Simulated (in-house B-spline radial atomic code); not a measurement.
**RPA and G0W0 on PBE: Zn XX (Zn19+)**

Configuration [Ne] 3s1, highest spin, mean-field start PBE. Computed with an all-electron radial atomic-structure program (B-spline basis): all electrons, scalar-relativistic (spin-free one-electron X2C), finite nucleus, each spin shell either full or empty, empty states to l = 9 with an (l + 1/2)⁻⁴ tail; G0W0 by contour deformation at full frequency.

Command:
```bash
python run_gw.py task.json out
```
Settings (radii: box in bohr, nucleus in fm):
```
Z                        30
electrons                11
configuration            [Ne] 3s1
hamiltonian              x2c
method                   pbe,pbe
lmax                     9
rms_radius               3.9283
spin_polarised           True
box_radius               4.23
intervals                64
ion_configuration        [He] 2s2 2p6
```

Time taken, with all properties: 2.3 s on 1 thread of Arm Neoverse V1, with other jobs on the host.

Energies (hartree):

```json
{"term": "mean-field total", "value": "-1595.52382"}
{"term": "Hartree-Fock functional on these orbitals", "value": "-1595.37781"}
{"term": "direct second order", "value": "-0.77351"}
{"term": "second-order exchange", "value": "0.30903"}
{"term": "SOSEX correction", "value": "0.29183"}
```

**Question.** What is the RPA correlation energy, and what remains with SOSEX?

**Answer.** RPA gives -0.73372 hartree (-1.82 eV per electron); RPA + SOSEX gives -0.4419, and the second-order doubles -0.46448 hartree (no singles). RPA lacks exchange-type terms and so overcorrelates at short range.

Quasi-particle levels (eV):

| level | occupied | mean field | Σx - vxc | Σc | QP weight | G0W0 |
| --- | --- | --- | --- | --- | --- | --- |
| 3s up | yes | -721.81 | -15.29 | ? | ? | ? |
| 2p down | yes | -1741.36 | -58.52 | 3.02 | 0.991 | -1796.87 |
| 2p up | yes | -1742.78 | -59.01 | 3.19 | 0.988 | -1798.60 |
| 2s down | yes | -1888.47 | -73.29 | 4.13 | 0.987 | -1957.62 |
| 3s down | no | -713.19 | 20.11 | -4.21 | 0.967 | -697.29 |

G0W0 = mean field + (Σx - vxc) + Σc, with Σc (partial-wave tail included) taken at the quasi-particle energy. Only the outer levels were computed.

**Question.** Where does G0W0 put 3s up?

**Answer.** At -740.04 eV, with Σc = -2.94 eV and a quasi-particle weight of 0.982. The tabulated removal energy is 737.366 ± 0.021 eV (NIST, semi-empirical); the calculation leaves out spin-orbit coupling, Breit and QED terms, and what these don't explain is the method's own error.

**Question.** What does it cost to remove one electron (to [He] 2s2 2p6) by differences of total energies, each species on its own start (correlation terms add to the Hartree-Fock functional)?

**Answer.** PBE 739.88 eV, Hartree-Fock functional 736.92 eV, + RPA 739.18 eV, + RPA + SOSEX 737.55 eV, + second order 737.65 eV. Tabulated: 737.366 ± 0.021 eV (NIST, semi-empirical); the calculation leaves out spin-orbit coupling, Breit and QED terms, and what these don't explain is the method's own error.
